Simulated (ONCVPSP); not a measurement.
## What one change does to a pseudopotential (Sb (Z = 51), ONCV)

```
Element                 : antimony
Generator               : ONCVPSP 4.0.1
Type                    : optimised norm-conserving Vanderbilt (ONCV)
Functional              : PBE
Relativity              : scalar-relativistic
Frozen core             : [Kr]
Valence charge          : 15
Reference configuration : 4d10 5s2 5p2.5 (charge +0.5)
Partial waves           : 5s: rc 1.90 bohr, ncon 3, nbas 8, qcut 3 1/bohr, 3 projectors, debl 2 Ha; 5p: rc 2.05 bohr, ncon 4, nbas 8, qcut 3.6 1/bohr, 2 projectors, debl 3.5 Ha; 4d: rc 1.40 bohr, ncon 4, nbas 8, qcut 9.9 1/bohr, local
Local potential         : the d channel
Core correction         : Teter function, fcfact 2.5, rcfact 1.6
```

All-electron outer shells of the reference configuration (PBE, scalar-relativistic, ld1.x):

```json
{"shell": "4s", "level (eV)": "-152.90", "outermost node (bohr)": "0.39", "outermost maximum (bohr)": "0.73"}
{"shell": "4p", "level (eV)": "-105.85", "outermost node (bohr)": "0.39", "outermost maximum (bohr)": "0.76"}
{"shell": "4d", "level (eV)": "-37.56", "outermost node (bohr)": "0.38", "outermost maximum (bohr)": "0.84"}
{"shell": "5s", "level (eV)": "-16.59", "outermost node (bohr)": "0.95", "outermost maximum (bohr)": "1.88"}
{"shell": "5p", "level (eV)": "-8.27", "outermost node (bohr)": "1.04", "outermost maximum (bohr)": "2.29"}
```

Change: core correction Teter function, fcfact 2.5, rcfact 1.

Cutoffs: the cutoffs (Ha) at which the residual kinetic energy of the hardest occupied pseudo-wave falls to 1 and 0.1 mHa per electron; they do not see the model core or the augmentation charge, which bear on the density cutoff. Errors are all-electron minus pseudo energies relative to the spin-unpolarised reference configuration.

Task: What does the change do?

Result: The potential gets neither clearly harder nor softer (40 Ha and 55 Ha → 40 Ha and 55 Ha); of the 4 tests that both files solve, the error grows in 0 and shrinks in 2 by more than 15 % and 0.3 meV (median size 2.2 → 1.2 meV); neither file shows a bound ghost. A model core, the more so a compact one, raises the density cutoff, which this test does not measure.

| quantity | base | changed |
| --- | --- | --- |
| cutoff, loose | 40 Ha | 40 Ha |
| cutoff, tight | 55 Ha | 55 Ha |
| bound ghosts | none | none |
| GHOST(+) flags under 300 eV | s at 5.5 eV, p at 40.9 eV | s at 5.5 eV, p at 40.9 eV |
| error for 4d10 5s2 5p3, meV [ΔE -3.26 eV] | +0.9 | +0.9 |
| error for 4d10 5s2 5p2, meV [ΔE 5.06 eV] | -1.2 | -1.1 |
| error for 4d10 5s2 5p1, meV [ΔE 21.02 eV] | -4.5 | -2.6 |
| error for 4d10 5s1 5p3, meV [ΔE 13.79 eV] | -3.3 | -1.3 |
| s: phases at 1.93 bohr within 0.05 rad from the reference energy up to (Ha; the scan ends near 5) | to the end of the scan | to the end of the scan |
| p: phases at 2.08 bohr within 0.05 rad from the reference energy up to (Ha; the scan ends near 5) | 1.4 | 1.4 |
| d: phases at 1.42 bohr within 0.05 rad from the reference energy up to (Ha; the scan ends near 5) | 2.4 | 2.4 |
| rms error of d²Exc/dni dnj with the model core, mHa | 0.92 | 3.77 |
